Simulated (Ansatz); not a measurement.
Consider the cleavage of the Si–Ge bond: `[NH2][GeH2][SiH2]F` + `OCF` → `FCO[SiH2]F` + `[NH2][GeH3]`.

Gas-phase electronic energies from Ansatz, PBE0-D4/def2-TZVP geometries. CCSD(T)/CBS is the MP2 limit (def2-TZVPP, def2-QZVPP) plus CCSD(T) − MP2 in def2-TZVPP, frozen cores. DFT in def2-TZVPP. B3LYP here is the variant with VWN-RPA as its local correlation; programs differ in this. For Ge outer-core shells are correlated without core-valence functions, which leaves a few kJ/mol of doubt a bond. Scalar relativity is left out up to krypton. Each species was taken in one conformer, which may not be the lowest.

`[NH2][GeH2][SiH2]F`:

Z-matrix (Å, degrees):
```
Ge
Si 1 2.385
N 1 1.847 2 108.1
H 1 1.538 2 112.3 3 -117.0
H 1 1.553 2 108.4 3 124.1
F 2 1.604 1 110.7 3 68.0
H 2 1.486 1 110.8 3 -172.4
H 2 1.487 1 110.8 3 -51.4
H 3 1.011 1 113.8 2 62.1
H 3 1.011 1 113.6 2 -173.5
```

`OCF`:

```xyz
6

O     1.026   -0.310    0.147
C    -0.209    0.141   -0.237
F    -0.708    1.055    0.670
H     0.932   -0.877    0.918
H    -0.954   -0.661   -0.306
H    -0.087    0.653   -1.192
```

`FCO[SiH2]F`:

Z-matrix (Å, degrees):
```
C
O 1 1.376
F 1 1.375 2 110.5
H 1 1.095 2 111.4 3 119.0
H 1 1.092 2 108.4 3 -118.0
Si 2 1.639 1 127.4 3 -54.4
F 6 1.596 2 109.3 1 -54.9
H 6 1.476 2 112.3 1 63.8
H 6 1.474 2 105.3 1 -171.9
```

`[NH2][GeH3]`:

Cartesian coordinates in Å:
```
N -0.170 0.098 1.145
Ge 0.015 -0.214 -0.662
H 0.711 0.168 1.637
H -0.714 0.922 1.360
H -1.403 -0.341 -1.239
H 0.769 0.897 -1.431
H 0.792 -1.531 -0.810
```

```json
{"level": "PBE-D4", "ΔE (kJ/mol)": "-78.9", "difference from CCSD(T)/CBS": "22.4"}
{"level": "r2SCAN-D4", "ΔE (kJ/mol)": "-98.0", "difference from CCSD(T)/CBS": "3.3"}
{"level": "PBE0-D4", "ΔE (kJ/mol)": "-86.5", "difference from CCSD(T)/CBS": "14.8"}
{"level": "B3LYP-D4", "ΔE (kJ/mol)": "-98.9", "difference from CCSD(T)/CBS": "2.4"}
{"level": "ωB97X-V", "ΔE (kJ/mol)": "-100.9", "difference from CCSD(T)/CBS": "0.4"}
{"level": "ωB97M-V", "ΔE (kJ/mol)": "-103.3", "difference from CCSD(T)/CBS": "-2.0"}
{"level": "PBE", "ΔE (kJ/mol)": "-79.4", "difference from CCSD(T)/CBS": "21.9"}
{"level": "r2SCAN", "ΔE (kJ/mol)": "-98.2", "difference from CCSD(T)/CBS": "3.1"}
{"level": "B3LYP", "ΔE (kJ/mol)": "-99.7", "difference from CCSD(T)/CBS": "1.6"}
{"level": "MP2/def2-TZVPP", "ΔE (kJ/mol)": "-108.2", "difference from CCSD(T)/CBS": "-6.9"}
{"level": "SCS-MP2/def2-TZVPP", "ΔE (kJ/mol)": "-111.1", "difference from CCSD(T)/CBS": "-9.8"}
{"level": "HF/def2-QZVPP", "ΔE (kJ/mol)": "-125.1", "difference from CCSD(T)/CBS": "-23.8"}
{"level": "MP2/def2-QZVPP", "ΔE (kJ/mol)": "-107.8", "difference from CCSD(T)/CBS": "-6.5"}
{"level": "SCS-MP2/def2-QZVPP", "ΔE (kJ/mol)": "-110.9", "difference from CCSD(T)/CBS": "-9.6"}
{"level": "HF/CBS(def2)", "ΔE (kJ/mol)": "-125.4", "difference from CCSD(T)/CBS": "-24.1"}
{"level": "MP2/CBS(def2)", "ΔE (kJ/mol)": "-106.3", "difference from CCSD(T)/CBS": "-5.0"}
{"level": "CCSD(T)/CBS", "ΔE (kJ/mol)": "-101.3", "difference from CCSD(T)/CBS": "0"}
```

Largest T1 diagnostic among the species: 0.012.

In def2-TZVPP, CCSD(T) changes the Hartree–Fock value by +19.9 kJ/mol (the triples alone add +2.2 kJ/mol) and MP2 by +14.9 kJ/mol. From PBE to PBE0 (25 % exact exchange), in def2-TZVPP and without D4, ΔE moves by −7.8 kJ/mol.
